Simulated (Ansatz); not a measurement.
C$_{2}$H$_{7}$AlGe (`[CH3][GeH]1[CH2][AlH]1`), relaxed with RKS PBE-D4/def2-SVP in the Gaussian-basis code of Ansatz from a rough embedded geometry. The force threshold is 0.03 eV/Å; the program also tests the step.

The species carries charge 0 and has multiplicity 1.

Start:

```xyz
11

C     0.873   -1.329    0.772
Ge   -0.496   -0.029    0.748
C    -0.081    1.564   -0.250
Al   -0.885    0.577   -1.596
H     0.581   -2.226    0.104
H     1.851   -0.963    0.456
H     0.999   -1.758    1.833
H    -1.925   -0.324    1.323
H     1.057    1.785   -0.324
H    -0.658    2.480    0.085
H    -1.315    0.224   -3.152
```

**Question.** How much energy does the relaxation release, and in how many steps? (An estimate is asked.)

**Answer.** Computed: 1.19 eV, in 14 steps, 2 of them rejected.

**Question.** Which bonds change most? (An estimate is asked.)

**Answer.** The calculation gave: Ge2–C3 from 1.925 to 2.064 Å; C3–Al4 from 1.853 to 1.962 Å; C1–Ge2 from 1.888 to 1.978 Å; Ge2–Al4 from 2.453 to 2.395 Å.

**Question.** Give the relaxed structure. (An estimate is asked.)

**Answer.** Computed: 
```xyz
11

C     0.917   -1.445    0.888
Ge   -0.640   -0.397    0.266
C    -0.157    1.534   -0.279
Al   -0.941    0.670   -1.857
H     0.655   -2.518    0.977
H     1.752   -1.345    0.168
H     1.247   -1.070    1.878
H    -1.767   -0.411    1.344
H     0.941    1.711   -0.279
H    -0.652    2.354    0.279
H    -1.356    0.918   -3.385
```
